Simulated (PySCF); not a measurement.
## Löwdin shares of the frontier orbitals

Species: C₅H₁₁OPSi.
Cartesian coordinates in Å at the PBE0-D3(BJ)/def2-SVP level; atoms count from 1:
```
atom  x, y, z in Å
C1    -1.1593    2.9803   -0.8066
C2    -0.6282    1.8895   -0.7515
P3     0.1632    0.2939   -0.7453
O4     0.8886   -0.0346   -2.0118
C5    -1.2000   -0.8490   -0.3600
C6    -2.0098   -0.5619    0.8933
C7     1.2627    0.3344    0.6926
Si8    2.5024   -1.1023    0.5995
H9    -1.6248    3.9486   -0.8630
H10   -1.8277   -0.8296   -1.2664
H11   -0.7335   -1.8482   -0.3337
H12   -1.4038   -0.6664    1.8061
H13   -2.4254    0.4572    0.8785
H14   -2.8516   -1.2648    0.9799
H15    1.8292    1.2786    0.6511
H16    0.6964    0.3243    1.6370
H17    3.5352   -0.8477   -0.4389
H18    1.7833   -2.3795    0.3138
H19    3.1640   -1.2277    1.9349
```

Computed with TDDFT PBE0/def2-SVPD, vertical, gas phase, core orbitals frozen in the response (PySCF 2.14.0, density-fitted response routines).

Frontier orbitals with the atoms that hold most of them (Löwdin shares over 4%, at most four atoms; ? is withheld):

```tsv
orbital	ε (eV)	atoms
HOMO-3	-8.86	C2 36%, C1 34%, O4 10%, P3 7%
HOMO-2	-8.66	C2 36%, C1 35%, C7 8%, O4 6%
HOMO-1	-7.99	?
HOMO	-7.74	O4 60%, P3 13%, C5 9%, C7 7%
LUMO	?	?
LUMO+1	-0.32	C1 34%, C2 30%, P3 11%, H9 8%
LUMO+2	0.22	Si8 21%, C6 11%, C7 10%, H16 7%
```

Q: Give the leading atoms of the LUMO.

A: C1 (bonded to C and H) 30%; C2 (bonded to C and P) 27%; P3 (bonded to 3 C and O) 13%; H9 (bonded to C) 6%. By element: carbon 57% or more, phosphorus 13%, hydrogen 6% or more.

Q: Give the leading atoms of the HOMO-1.

A: O4 (bonded to P) 65%; C2 (bonded to C and P) 10%; P3 (bonded to 3 C and O) 10%; C1 (bonded to C and H) 8%. By element: oxygen 65%, carbon 18% or more, phosphorus 10%.

Q: What is the LUMO energy, and the HOMO–LUMO gap?

A: ε(LUMO) = -0.50 eV; the gap is 7.23 eV (0.2659 hartree).

Q: The HOMO–LUMO gap is 7.23 eV. Where does the response calculation put the lowest singlet, and from which orbitals?

A: S1 is at 5.85 eV (f = 0.0018), 1.38 eV below the gap, made of HOMO→LUMO (89%). Without the coupling terms of the response equations the lowest excitation would equal the gap.

Q: Give energy, strength and leading configuration of S1, S3 and S5, and follow the Löwdin shares of the leading atoms from the occupied to the empty orbital.

A: 
- S1 (5.85 eV, f 0.0018), HOMO→LUMO (89%): O4 60% → at most 7%, P3 13% → 13%, C1 at most 8% → 30%, C2 at most 8% → 27%
- S3 (6.09 eV, f 0.015), HOMO-1→LUMO (80%): O4 65% → at most 7%, C2 10% → 27%, C1 8% → 30%
- S5 (6.29 eV, f 0.017), HOMO→LUMO+1 (76%): O4 60% → at most 8%, P3 13% → 11%, C1 at most 8% → 34%, C2 at most 8% → 30%

Löwdin shares depend on the basis, the more so with diffuse functions.

One conformer stands for the species.
